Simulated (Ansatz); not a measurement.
Frontier orbitals of BGaH4O, SMILES `O[BH][GaH2]`.

```xyz
7

O     1.5050   -0.4761   -0.6697
B     0.4640   -0.5481    0.1938
Ga   -1.1112    0.8301    0.0170
H     2.1815   -1.1434   -0.5184
H     0.4822   -1.4113    1.0410
H    -1.1303    2.2014    0.7987
H    -2.3913    0.5475   -0.8624
```

Charge 0, multiplicity 1. Correlated methods include outer-core shells of Ga, which these sets cover unevenly. Scalar relativity is left out up to krypton. All single points use the PBE0-D4/def2-TZVP geometry. It is one conformer, not always the lowest. Basis def2-TZVPP, Ansatz 0.2.0.

```tsv
functional	HOMO (eV)	LUMO (eV)	gap (eV)
LDA (SPW92)	-6.03	-2.65	3.38
PBE	-5.94	-2.39	3.55
BLYP	-5.85	-2.34	3.51
PBE0	-7.11	-1.57	5.54
r2SCANh	-6.62	-1.82	4.80
r2SCAN0	-7.27	-1.41	5.86
HSE06 (plane-wave form)	-6.71	-1.94	4.77
BHLYP	-8.22	-0.83	7.39
ωB97M-V	-9.25	0.12	9.37
```

Task: What is the vertical ionisation energy at frozen-core CCSD(T)/def2-TZVPP? (An estimate is asked.)

Result: The calculation gave: 9.51 eV (T1 of the cation 0.020).

A quarter of exact exchange (PBE0) shifts PBE's HOMO by −1.17 eV and its LUMO by +0.82 eV; full exchange at long range (ωB97M-V) shifts them by −3.31 and +2.51 eV. The gap opens from 3.55 to 9.37 eV, since occupied levels lose self-interaction and empty ones feel all the electrons. A positive LUMO is unbound and depends on the basis. −ε(HOMO) differs from that ionisation energy by −3.57 eV with PBE and −0.26 eV with ωB97M-V.
